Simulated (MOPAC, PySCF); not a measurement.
H3NOSi, SMILES `[H]/N=[SiH]\O` (N–Si–O–H torsion 0°), neutral singlet in the gas phase. 

Cartesian coordinates (Å):
```xyz
6

N     -1.1780    -0.4647    -0.7460
Si    -0.2014     0.4336     0.1015
O      1.3008     0.2413     0.7024
H     -1.0560    -1.3966    -1.1065
H     -0.6133     1.7784     0.5139
H      1.7479    -0.5920     0.5347
```
Charge 0, multiplicity 1.

All levels are single points at this geometry (PBE0-D3(BJ)/def2-TZVP); Pople sets use spherical d functions. Orbital energies aren't observables, and empty levels follow the basis.

```
level                           HOMO (eV)  LUMO (eV)  gap (eV)  dipole (D)  vertical IE, Delta-SCF (eV)
------------------------------  ---------  ---------  --------  ----------  ---------------------------
PBE0-D3(BJ)/def2-TZVP in PySCF      -7.46      -0.47      7.00        2.58                            –
B3LYP/3-21G in PySCF                -6.66      -0.12      6.54        2.71                            –
B3LYP/LANL2DZ in PySCF              -7.18      -0.85      6.33        2.66                            –
BP86/6-31G* in PySCF                -5.98      -1.02      4.96        2.57                            –
SVWN5/6-31G* in PySCF               -6.00      -1.12      4.88        2.59                            –
HF/6-31G* in PySCF                 -10.14       3.20     13.34        2.85                         8.10
AM1 in MOPAC                       -10.00       0.28     10.29        2.20                            –
PM6 in MOPAC                       -10.19      -0.87      9.32        2.95                            –
PM7 in MOPAC                       -10.66      -0.95      9.70        2.44                            –
```
